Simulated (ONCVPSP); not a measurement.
**Plane-wave convergence, ONCV potential for erbium**

* Element: erbium (Er)
* Generator: ONCVPSP 4.0.1
* Type: optimised norm-conserving Vanderbilt (ONCV)
* Functional: LDA (Perdew-Zunger)
* Relativity: scalar-relativistic
* Frozen core: [Kr] 4d10
* Valence charge: 22
* Reference configuration: 4f12 5s2 5p6 6s1 (charge +1)
* Partial waves: 5s+6s: rc 2.15 bohr, ncon 5, nbas 10, qcut 6.1 1/bohr, 2 projectors; 5p: rc 2.05 bohr, ncon 3, nbas 6, qcut 7.6 1/bohr, 1 projector; d scattering state at 0.24 Ha: rc 1.65 bohr, ncon 4, nbas 9, qcut 6.3 1/bohr, 2 projectors, debl 1.2 Ha; 4f: rc 1.05 bohr, ncon 5, nbas 9, qcut 18.4 1/bohr, 2 projectors, debl 0.6 Ha
* Local potential: polynomial inside 0.95 bohr (lpopt 5, dvloc0 2 Ha)
* Core correction: Teter function, fcfact 6, rcfact 1.45

In the d channel the program set the typed energies aside and used 0.050, 1.250 Ha.

Q: For each optimised wave give the share of its norm inside rc, the residual kinetic energy above qcut (Ha) and the cutoffs (Ha) for errors of 10, 1, 0.1 and 0.01 mHa per electron.

A:

| wave | norm inside rc | residual KE | 10 mHa | 1 mHa | 0.1 mHa | 0.01 mHa |
| --- | --- | --- | --- | --- | --- | --- |
| 5s | 0.966 | 5.2e-06 | 9.6 | 13.1 | 15.7 | 17.8 |
| 6s | 0.086 | 3.7e-06 | 6.7 | 11.9 | 15.2 | 17.5 |
| 5p | 0.855 | 5.8e-08 | 6.2 | 15.6 | 19.9 | 23.1 |
| d projector 1 | 0.078 | 3.0e-06 | 5.9 | 8.7 | 11.1 | 14.1 |
| d projector 2 | 0.187 | 5.2e-05 | 8.3 | 11.0 | 14.4 | 125.0 |
| 4f | 0.770 | 1.7e-05 | 121.2 | 138.3 | 152.7 | 341.8 |
| f projector 2 | 0.017 | 1.0e-07 | 86.3 | 112.3 | 132.2 | 147.7 |

The occupied waves need 138 Ha and 153 Ha for 1 and 0.1 mHa. Note: ghosts flagged at negative energy: s at -103.2 eV; GHOST(+) flagged for p at 4.1 eV. A true bound ghost makes a file unfit for plane-wave use. Tests left out (the all-electron energies of this program are off by 10 to 40 meV for near-neutral 4f atoms).
